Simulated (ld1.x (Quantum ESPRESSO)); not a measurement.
## What the settings do to the TM potential of lanthanum

Base potential:

```json
{
  "Element": "lanthanum",
  "Generator": "ld1.x (Quantum ESPRESSO) 7.5",
  "Type": "norm-conserving Troullier–Martins (Kleinman–Bylander form)",
  "Functional": "LDA (PZ)",
  "Relativity": "scalar-relativistic",
  "Frozen core": "[Kr] 4d10 5s2",
  "Valence charge": "9",
  "Reference configuration": "4f0 5p6 5d1 6s2 6p0",
  "Partial waves": "6s (bound): rc 3.00 bohr; 5p (bound): rc 2.70 bohr; 5d (bound): rc 3.95 bohr; 4f (bound, empty): rc 1.00 bohr",
  "Local potential": "all-electron potential smoothed inside 1.90 bohr (lloc = -1)",
  "Core correction": "a·sin(br)/r model core inside 0.80 bohr"
}
```

Cutoffs, loose and tight: the cutoffs (Ry, on a coarse ladder) from which the occupation-weighted sum of valence levels, in a spherical-Bessel basis at the reference potential, stays within 10 and 1 mRy of its value at 400 Ry. They do not see the model core or the augmentation charge, which bear on the density cutoff. Test errors are all-electron minus pseudo excitation energies from the reference, over the configurations 4f0 5p6 5d1 6s1 6p0; 4f0 5p6 5d1 6s0 6p0; 4f0 5p6 5d0 6s0 6p0; 4f0 5p6 5d0 6s2 6p1; 4f0 5p6 5d1 6s1 6p1; 4f0 5p6 5d1 6s0 6p2; 4f0 5p5 5d1 6s2 6p0 (two spin-polarised tests are not counted in the largest error). A dash means not determined; rows that change the core or the reference have their own tests. The largest error is taken over the tests solved by every variant that gives reliable tests at all: 4f0 5p6 5d0 6s0 6p0; 4f0 5p6 5d1 6s0 6p0; 4f0 5p6 5d1 6s1 6p0.

For the base: The cutoffs count occupied waves only; the empty 4f level needs 230 Ry at the loose tolerance.

A true bound ghost makes a file unfit for plane-wave use even where its test errors are small: the radial tests pick states by their node count and pass the ghost by. Where a test does run into it, the solver fails or the error is huge.

```csv
change,outcome,"cutoff, loose","cutoff, tight",bound ghosts,largest test error (meV)
base,generated,12 Ry,25 Ry,s,+36
wave 5p (bound): rc 2.70 bohr becomes 5p (bound): rc 1.76 bohr,generated,40 Ry,60 Ry,s,+33
wave 5p (bound): rc 2.70 bohr becomes 5p (bound): rc 2.16 bohr,generated,25 Ry,45 Ry,s,+34
wave 5p (bound): rc 2.70 bohr becomes 5p (bound): rc 2.60 bohr,generated,15 Ry,25 Ry,s,+35
wave 5p (bound): rc 2.70 bohr becomes 5p (bound): rc 2.94 bohr,generated,12 Ry,21 Ry,s,+38
wave 5p (bound): rc 2.70 bohr becomes 5p (bound): rc 3.20 bohr,generated,12 Ry,18 Ry,s,+39
wave 5p (bound): rc 2.70 bohr becomes 5p (bound): rc 3.66 bohr,generated,12 Ry,18 Ry,s,+38
```

**Question.** What comes out with this change to the base: wave 5p (bound): rc 2.70 bohr becomes 5p (bound): rc 3.96 bohr?

**Answer.** outcome: generated; cutoff, loose: 12 Ry; cutoff, tight: 18 Ry; bound ghosts: s; largest test error (meV): +33.

Reading the sweep of the p radius (base included, trends over the rows without a ghost): Bound ghosts are found at 1.76, 2.16, 2.6, 2.7, 2.94, 3.2, 3.66, 3.96 bohr. Every judged row has one, so this setting neither creates nor removes them.
